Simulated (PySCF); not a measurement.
A ladder for the ionisation energy of Se

Se [Ar] 3d10 4s2 4p4 (3P) → Se⁺ [Ar] 3d10 4s2 4p3 (4S). Scalar values calculated with PySCF 2.14 in aug-cc-pwCVTZ-PP with ECP10MDF (ECP; valence: 3s2 3p6 3d10 frozen; valence and next inner shell: nothing frozen). The spin-orbit shift comes from two-component X2C-1e calculations (generalised Hartree-Fock, GHF, and MP2 on its spinors, GMP2) in x2c-QZVPPall-2c: GMP2 gives 9.410 eV without and 9.527 eV with screened spin-orbit coupling, a shift of 0.117 eV (GHF: 0.119 eV). Sums use unrounded values; where a UHF row is shifted, it takes the GHF shift.

| method | scalar (eV) | plus spin-orbit shift (eV) | error (eV) |
| --- | --- | --- | --- |
| UHF | 8.547 | 8.666 | -1.087 |
| LDA | 9.855 | 9.972 | 0.220 |
| PBE | 9.615 | 9.733 | -0.020 |
| PBE0 | 9.608 | 9.725 | -0.028 |
| r2SCAN | 9.662 | 9.779 | 0.027 |
| wB97X-V | 9.754 | 9.871 | 0.118 |
| r2SCAN0 | 9.646 | 9.763 | 0.011 |
| wB97X | 9.777 | 9.894 | 0.141 |
| HSE06 | 9.657 | 9.775 | 0.022 |
| MP2 (valence) | 9.264 | 9.381 | -0.372 |
| SCS-MP2 (valence) | 9.334 | 9.452 | -0.301 |
| MP2 (valence and next inner shell) | 9.328 | 9.445 | -0.308 |
| SCS-MP2 (valence and next inner shell) | 9.375 | 9.493 | -0.260 |
| CCSD (valence) | 9.378 | 9.495 | -0.257 |
| CCSD(T) (valence) | 9.414 | 9.531 | -0.221 |

Reference: 9.752 eV (measured; NIST Atomic Spectra Database, ionization energies).

The errors of the correlated levels include the incompleteness of the basis and the frozen core, so a lower level can come closer by cancellation.
